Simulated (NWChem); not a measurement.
Si$_{2}$H$_{3}$Cl, singlet; SMILES [Si](Cl)[SiH3]

Low-valent species are run as closed-shell singlets; no triplet was tried in these runs.

Problem. Give the equilibrium geometry at PBE0/def2-SVP (NWChem) as an XYZ file, with the point group.

Solution. point group Cs; any orientation.
```
6

Si     0.8215     0.2918    -0.6131
Cl    -0.3461     1.3706     0.7680
Si    -0.2821    -1.8105    -0.1281
H     -0.1066    -2.1292     1.3263
H      0.2517    -2.9549    -0.9341
H     -1.7476    -1.6705    -0.4110
```
